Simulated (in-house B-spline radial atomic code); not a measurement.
A calculation on Nd³⁺: its settings, and results tabulated from the run. Computed with a radial B-spline atomic code at the basis-set limit: scalar-relativistic (X2C) AM05, spin-polarised, spherical fractional occupations, Fermi nucleus of rms radius 4.9123 fm.

Command:
```bash
python run_scf.py task.json out
```
Settings (nuclear radius in fm, mass in u):
```
Z                60
configuration    [Xe] 4f3
hamiltonian      x2c
method           am05
spin_polarised   True
nucleus          fermi
rms_radius       4.9123
atomic_mass      141.90773
speed_of_light   137.035999084
```

Output (hartree, bohr):
```
 radial grid: 73 intervals, B-splines of order 8, outer radius 39.1892 bohr

 iter        energy (Eh)    residual
    1       -9597.859217    5.57e-01
    2       -9603.493779    6.39e-01
    3       -9614.184518    1.25e-01
    4       -9614.523401    3.54e-02
    5       -9614.548200    1.06e-02
    6       -9614.550970    2.14e-03
    7       -9614.551020    7.23e-04
    8       -9614.551042    5.49e-05
    9       -9614.551042    3.09e-06
   10       -9614.551042    1.35e-07

 total energy                     -9614.55104
 kinetic                           10369.3895
 electron-nucleus                 -23442.7364
 Hartree                            3675.7340
 exchange-correlation               -216.9381

 orbital      occ     eigenvalue          <r>       <r^2>       <1/r>       r_max
 1s up      1.000     -1590.6470    0.0229693 0.000727313      70.226      0.0143
 1s down    1.000     -1590.6470    0.0229693 0.000727313      70.226      0.0143
 2s up      1.000      -258.2728     0.100431   0.0119657     16.1291     0.08545
 2s down    1.000      -258.2719      0.10043   0.0119654     16.1292     0.08545
 2p up      3.000      -231.4124    0.0884495  0.00956507     14.4905     0.06853
 2p down    3.000      -231.4118    0.0884487  0.00956485     14.4906     0.06853
 3s up      1.000       -56.9516      0.26635   0.0811939      5.7608      0.2442
 3s down    1.000       -56.9164      0.26624   0.0811255     5.76374      0.2442
 3p up      3.000       -48.4469     0.264344   0.0810922     5.29425      0.2389
 3p down    3.000       -48.4119     0.264212   0.0810092      5.2971      0.2388
 3d up      5.000       -36.4627     0.241945   0.0689464     4.98638       0.196
 3d down    5.000       -36.4354     0.241783   0.0688466     4.98903      0.1959
 4s up      1.000       -12.2525     0.606929     0.41593     2.38218      0.5655
 4s down    1.000       -12.1646     0.606782    0.415722     2.38238      0.5654
 4p up      3.000        -9.4521     0.641759    0.468539     2.16149      0.5896
 4p down    3.000        -9.3640     0.641613    0.468347      2.1617      0.5894
 4d up      5.000        -5.4316      0.70378    0.574492     1.88454       0.618
 4d down    5.000        -5.3431     0.703983    0.575059     1.88414      0.6177
 5s up      1.000        -2.4989      1.43071     2.29478    0.936947       1.301
 5s down    1.000        -2.4466      1.44279     2.33392    0.926884       1.309
 5p up      3.000        -1.7836      1.63436     3.00964    0.802337       1.458
 5p down    3.000        -1.7442      1.65205     3.07509    0.791493       1.471
 4f up      3.000        -1.1691      0.96283     1.18472      1.3478        0.65
```

Time taken, with all properties: 0.39 s on 1 thread of Intel(R) Xeon(R) 6975P-C (shared host).

One-electron X2C: radii and densities carry no picture-change correction, so inner-shell <1/r> comes out high (for 1s by about 2 % at Z = 33, 5 % at 54, 10 % at 75, 30 % at 118) and <r> low.
